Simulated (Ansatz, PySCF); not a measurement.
Molecule: sum formula SnOF₂, net charge 0, singlet state. 
Geometry from a B3LYP-D3(BJ)/def2-TZVP (Ansatz, an electronic-structure program) optimisation:
```xyz
4

Sn     0.0974    -0.0317    -0.0239
O      1.7879    -0.5810    -0.4380
F     -0.9473    -0.2670     1.5556
F     -1.1831     0.9594    -1.0337
```

Total electronic energies in hartree. Correlated levels leave the core frozen unless marked. Spin-orbit coupling is left out. Frozen are the shells of the preceding noble gas and the d and f shells that filled before the atom's block. Past Kr the def2 sets carry scalar-relativistic core potentials. STO-3G rows are all-electron and non-relativistic. CBS marks a two-point X^-3 extrapolation of the correlation energy; Hartree-Fock from the larger set. [CCSD(T)-MP2]/basis is that difference in the basis named.

```csv
level,program,energy (Eh)
HF/def2-QZVPP,Ansatz,-487.21091
RI-HF/def2-TZVPP,Ansatz,-487.19289
PBE/def2-TZVPD,Ansatz,-489.09238
BLYP/def2-TZVPD,Ansatz,-489.29207
r2SCAN/def2-TZVPD,PySCF,-489.31123
B97M-V/def2-TZVPD,Ansatz,-489.25231
PBE0/STO-3G,Ansatz,-6235.71039
PBE0-D3(BJ)/def2-TZVPD,Ansatz + dftd3,-489.07641
BHLYP-D4/def2-TZVPD,Ansatz + dftd4,-489.15180
r2SCAN0/def2-TZVPD,Ansatz,-489.22619
HSE06-D4/def2-TZVPD,Ansatz + dftd4,-489.06472
B2PLYP/def2-TZVPD,Ansatz,-488.93075
"RI-MP2/CBS(def2-TZVPPD,def2-QZVPPD)",Ansatz,-488.2011
CCSD(T)/def2-TZVPPD,Ansatz,-488.08351
"RI-MP2/CBS(def2-TZVPPD,def2-QZVPPD)+[CCSD(T)-MP2]/def2-TZVPPD",Ansatz,-488.2204
```

Totals of different functionals don't rank their quality; only differences between species are comparable.
